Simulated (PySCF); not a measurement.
**Kr³⁺ (krypton, charge +3): UHF calculation**

Configuration: [Ar] 3d10 4s2 4p3, high-spin 4S determinant. Calculation: PySCF 2.14, in cc-pVDZ-DK; the spin-free X2C one-electron Hamiltonian (Gaussian nucleus).

| Item | Value |
| --- | --- |
| Total energy | -2785.454218 hartree |
| One-electron energy | -3824.5347 hartree |
| Hartree (Coulomb) energy | 1133.5992 hartree |
| Exchange energy | -94.5187 hartree |
| ⟨S²⟩ | 3.7505 |
| ⟨L²⟩ | 0.000 |
| Sum of ⟨r⟩ | 19.17 bohr |
| Sum of ⟨r²⟩ | 21.16 bohr² |
| Langevin diamagnetic susceptibility | -16.8 ×10⁻⁶ cm³/mol |
| Time after the integrals | 0.06 s of wall time on 1 thread of Neoverse-V1 (shared host) |

```csv
shell,electrons,mean orbital energy (hartree),"rms radius, mean of both spins (bohr)"
1s α,1,-530.84771,0.0478
1s β,1,-530.82743,0.0478
2s α,1,-73.55975,0.199
2s β,1,-73.54712,0.199
2p α,3,-65.03759,0.177
2p β,3,-65.01355,0.177
3s α,1,-12.72060,0.564
3s β,1,-12.68152,0.564
3p α,3,-9.91346,0.581
3p β,3,-9.86181,0.581
3d α,5,-5.23544,0.610
3d β,5,-5.20726,0.610
4s α,1,-2.62805,1.58
4s β,1,-2.23424,1.58
4p α,3,-1.87827,1.78
```

Densities and radii are taken from the X2C orbitals without a picture-change correction, which distorts them close to the nucleus.
